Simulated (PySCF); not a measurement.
# `[CH2]1[GeH2][C@H](C(F)F)[C@H]1S`, C4H8F2GeS

Molfile (atoms numbered from 1):
```
C4H8F2GeS
     RDKit          3D

 16 16  0  0  0  0  0  0  0  0999 V2000
   -2.0827    2.1383    0.3188 F   0  0  0  0  0  0  0  0  0  0  0  0
   -0.9025    1.7081   -0.1887 C   0  0  0  0  0  0  0  0  0  0  0  0
   -1.1923    1.2452   -1.4400 F   0  0  0  0  0  0  0  0  0  0  0  0
   -0.3663    0.5767    0.6381 C   0  0  1  0  0  0  0  0  0  0  0  0
   -1.2905   -1.1844    0.4343 Ge  0  0  0  0  0  4  0  0  0  0  0  0
    0.6700   -1.5480    0.3349 C   0  0  0  0  0  0  0  0  0  0  0  0
    0.9144   -0.0550    0.0822 C   0  0  2  0  0  0  0  0  0  0  0  0
    2.4184    0.6312    0.8798 S   0  0  0  0  0  0  0  0  0  0  0  0
   -0.2355    2.5771   -0.2986 H   0  0  0  0  0  0  0  0  0  0  0  0
   -0.2353    0.9132    1.6666 H   0  0  0  0  0  0  0  0  0  0  0  0
   -2.0751   -1.3266   -0.8338 H   0  0  0  0  0  0  0  0  0  0  0  0
   -2.0749   -1.7075    1.6091 H   0  0  0  0  0  0  0  0  0  0  0  0
    1.0974   -2.2027   -0.4210 H   0  0  0  0  0  0  0  0  0  0  0  0
    1.0612   -1.8408    1.3094 H   0  0  0  0  0  0  0  0  0  0  0  0
    1.0007    0.1504   -0.9860 H   0  0  0  0  0  0  0  0  0  0  0  0
    3.2854   -0.0661    0.1507 H   0  0  0  0  0  0  0  0  0  0  0  0
  1  2  1  0
  2  3  1  0
  2  4  1  0
  4  5  1  0
  5  6  1  0
  6  7  1  0
  7  8  1  0
  7  4  1  0
  2  9  1  0
  4 10  1  1
  5 11  1  0
  5 12  1  0
  6 13  1  0
  6 14  1  0
  7 15  1  6
  8 16  1  0
M  END
```

The calculation used PySCF, TDDFT LC-wPBE/def2-SVPD circular dichroism and optical rotation, one conformer, gas phase. Geometry: GFN2-xTB.

The molecule is flexible and this is one conformer; a measurement averages over conformers. The calculation is non-relativistic, which matters for the atoms heavier than Zn.

Q: Draw the ECD and absorption spectra from the lowest 16 states, each a Gaussian of half-width 0.2 eV at 1/e height.

A: 
```tsv
E (eV)	λ (nm)	Δε (L mol⁻¹ cm⁻¹)	ε (L mol⁻¹ cm⁻¹)
5.15	241	0.00	0.15
5.30	234	-0.07	3.64
5.45	227	-0.53	28.6
5.60	221	-1.34	73
5.75	216	-1.11	60.5
5.90	210	-0.30	16.3
6.05	205	-0.03	1.59
6.20	200	-0.02	10.4
6.35	195	-0.44	215
6.50	191	-2.94	1450
6.65	186	-6.46	3190
6.80	182	-4.60	2270
6.95	178	-1.05	531
7.10	175	+0.39	214
7.25	171	+4.22	1560
7.40	167	+12.20	4530
7.55	164	+10.54	4380
7.70	161	+0.85	2800
7.85	158	+20.64	7810
8.00	155	+62.66	16000
8.15	152	+31.52	15700
8.30	149	+6.42	14400
8.45	147	+67.33	18300
8.60	144	+101.62	20300
8.75	142	+17.71	19700
```
Δε uses R in velocity form, ε uses f in length form. Only the states computed contribute, so the short-wavelength end is incomplete.
